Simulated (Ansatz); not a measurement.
From C to Sn: the vertical ionisation energy

One atom is swapped for its congeners: CI4 `IC(I)(I)I`; SiI4 `I[Si](I)(I)I`; GeI4 (germanium tetraiodide) `[I][Ge]([I])([I])[I]`; SnI4 (stannic iodide) `[I][Sn]([I])([I])[I]`. All are singlets with charge 0.

Shapes, held fixed at every level: PBE0-D4/def2-TZVP. Programs: Ansatz 0.2.0. Values in eV.

```
               level   CI4  SiI4  SnI4
   PBE-D4/def2-TZVPP  8.47  8.76  8.88
r2SCAN-D4/def2-TZVPP  8.72  9.02  9.16
 B3LYP-D4/def2-TZVPP  8.85  9.16  9.31
  PBE0-D4/def2-TZVPP  8.94  9.26  9.43
   B2PLYP/def2-TZVPP  9.02  9.35  9.59
```

(1) Estimate the column for GeI4 from its neighbours.

Results:

(1) The mean of the neighbours at B2PLYP/def2-TZVPP is 9.47 eV, against 9.46 from the run. All rows: PBE-D4/def2-TZVPP 8.81; r2SCAN-D4/def2-TZVPP 9.08; B3LYP-D4/def2-TZVPP 9.22; PBE0-D4/def2-TZVPP 9.33; B2PLYP/def2-TZVPP 9.46 eV. At B2PLYP/def2-TZVPP the vertical ionisation energy rises at every step, from 9.02 to 9.59 eV. Every level shows the same order. For atoms past krypton def2 sets carry core potentials with scalar relativity. Relativity is left out for Ge unless named. Correlated rows may include outer-core shells of Ge, I, Sn, which these sets cover unevenly. Spin-orbit splitting of the cation, tenths of an eV on Br, I, Se and Te, is left out.
